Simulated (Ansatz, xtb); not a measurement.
**A geometry optimisation of FH3N2Si with r2SCAN-D4/def2-SVP**

The starting geometry of this gas-phase singlet has its atoms placed at random.

```yaml
atoms:
  - { symbol: F, position_ang: [0.4480, -1.2114, -1.4971] }
  - { symbol: N, position_ang: [-1.4607, -0.2624, -0.9832] }
  - { symbol: N, position_ang: [2.2451, 0.2262, 0.4006] }
  - { symbol: Si, position_ang: [0.3305, 0.6535, -0.5719] }
  - { symbol: H, position_ang: [1.5626, 0.9907, 1.0212] }
  - { symbol: H, position_ang: [-0.6019, -0.9911, -1.1710] }
  - { symbol: H, position_ang: [-0.8608, -0.7902, 0.0413] }
```

Task: One run relaxed it with r2SCAN-D4/def2-SVP. What is a likely outcome?

Result: It ends as `[H]/N=[Si](\N)F`. Distances that change by over a tenth: F1–H6 (1.12 → 2.71 Å), N2–Si4 (2.05 → 1.69 Å), N2–H6 (1.14 → 1.01 Å), N3–H5 (1.20 → 1.02 Å). Contacts that close: F1–Si4 (2.09 → 1.61 Å), N2–H7 (1.30 → 1.01 Å), N3–Si4 (2.19 → 1.59 Å).

The energy falls by 10.33 eV over 13 steps:

```csv
step,E − E(last) (eV)
1,10.333
2,6.570
4,2.570
5,1.249
6,0.596
8,0.108
9,0.040
10,0.005
12,0.000
13,0.000
```

Final geometry (Å):

```yaml
atoms:
  - { symbol: F, position_ang: [1.2479, -0.9228, -1.9558] }
  - { symbol: N, position_ang: [-0.8978, -0.5400, -0.5575] }
  - { symbol: N, position_ang: [1.8326, 0.5572, 0.2892] }
  - { symbol: Si, position_ang: [0.7597, -0.2077, -0.5969] }
  - { symbol: H, position_ang: [1.6011, 1.0307, 1.1581] }
  - { symbol: H, position_ang: [-1.3670, -1.0763, -1.2800] }
  - { symbol: H, position_ang: [-1.5137, -0.2257, 0.1828] }
```

From the same start GFN2-xTB reaches the same bonding as this run.

From so rough a start the end depends on the optimiser's path, so another program may land elsewhere. No frequencies were run, so the end isn't proven a minimum. Run with Ansatz 0.2.0, 35 s on 1 thread of Intel(R) Xeon(R) Platinum 8259CL CPU @ 2.50GHz (Skylake/Cascade Lake) (shared host).
